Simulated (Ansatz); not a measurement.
Ansatz (a first-principles code) job for Y(F)3 anion (F₃Y), SMILES [Y]([F])([F])[F] (connectivity only; charge and spin as stated), charge -1, multiplicity 2, PBE-D3(BJ)/def2-SVPD. 

Ansatz 0.2 input:
```yaml
crystal:
  periodic: [false, false, false]
  atoms:
    - {symbol: Y, position_ang: [0.00000000, 0.00000000, 0.00000000]}
    - {symbol: F, position_ang: [-2.07453626, 0.00000000, 0.00000000]}
    - {symbol: F, position_ang: [1.03726813, 1.79660111, 0.00000000]}
    - {symbol: F, position_ang: [1.03726813, -1.79660111, 0.00000000]}
basis:
  gaussian:
    orbitals: def2-SVPD
hamiltonian:
  xc: pbe
  dispersion: d3bj
total_charge: -1
magnetization: {spin_polarized: true, initial_magnetization: 1}
relax: {f_tol: 0.002, max_steps: 200}
```

Log of the run:

```
WARN ansatz: RAYON_NUM_THREADS=1 ignored (pool sized by the plan → 1); use --threads N
Functional definition: PBE
integrals: 0.03 GiB planned
850 factors; their error is unknown
mean field: 0.33 GiB planned
mean field evaluation 1: about -9188.4048 eV, gradient 2.9e0 eV
mean field evaluation 2: about -9188.4418 eV, gradient 3.3e0 eV
mean field evaluation 4: about -9188.4775 eV, gradient 4.4e-1 eV
mean field evaluation 8: about -9188.4517 eV, gradient 3.9e-2 eV
mean field evaluation 16: about -9186.8199 eV, gradient 4.1e0 eV
mean field -9188.45172543 eV, -337.6693727532 hartree, gradient 4.5e-5 eV, S^2 0.750620; 0 other end points of the search recorded, 0 dependent functions left out
the calculation of the forces begins
reference -9188.45178375 eV, -337.6693748967 hartree; 20, 19 occupied and 83, 84 virtual orbitals, 850 factors
relax step   1: F+E_penalty+E_count = -9188.48982419 eV  Δ(F+E_penalty+E_count) = +0.000e0 eV  max|allowed force component| = 2.411e-2 eV/Å  Δτ_max = 0.0000 Å  (30 SCF iters, accepted)
these checks for a lower state are left out or cut short: starts, cluster_reference, orbital_swaps, neighbouring_geometries, increment
integrals: 0.03 GiB planned
850 factors; their error is unknown
mean field: 0.33 GiB planned
mean field -9188.45176205 eV, -337.6693740991 hartree, gradient 1.8e-5 eV, S^2 0.750619; 0 other end points of the search recorded, 0 dependent functions left out
the calculation of the forces begins
reference -9188.45182032 eV, -337.6693762404 hartree; 20, 19 occupied and 83, 84 virtual orbitals, 850 factors
relax step   2: F+E_penalty+E_count = -9188.48987825 eV  Δ(F+E_penalty+E_count) = -5.405e-5 eV  max|allowed force component| = 1.653e-3 eV/Å  Δτ_max = 0.0016 Å  (25 SCF iters, accepted)
integrals: 0.03 GiB planned
850 factors; their error is unknown
mean field: 0.33 GiB planned
mean field evaluation 32: about -9188.4784 eV, gradient 1.4e-1 eV
mean field -9188.45176205 eV, -337.6693740991 hartree, gradient 1.9e-5 eV, S^2 0.750619; 1 other end points of the search recorded, 0 dependent functions left out
the calculation of the forces begins
reference -9188.45182032 eV, -337.6693762404 hartree; 20, 19 occupied and 83, 84 virtual orbitals, 850 factors
Total energy: -9188.48993651 eV, -337.6707769847 hartree
Atom 0 at    -0.000078     0.000000    -0.000000 Å, force    -0.000023    -0.000000     0.000000 eV/Å
Atom 1 at    -2.073022    -0.000000     0.000000 Å, force    -0.001653    -0.000000    -0.000000 eV/Å
Atom 2 at     1.036550     1.795132     0.000000 Å, force     0.000838     0.001226    -0.000000 eV/Å
Atom 3 at     1.036550    -1.795132     0.000000 Å, force     0.000838    -0.001226    -0.000000 eV/Å
Dipole moment:    -0.000069     0.000000     0.000000 e Å
```

The run converged.

Cost: around 17 core-seconds (rough).
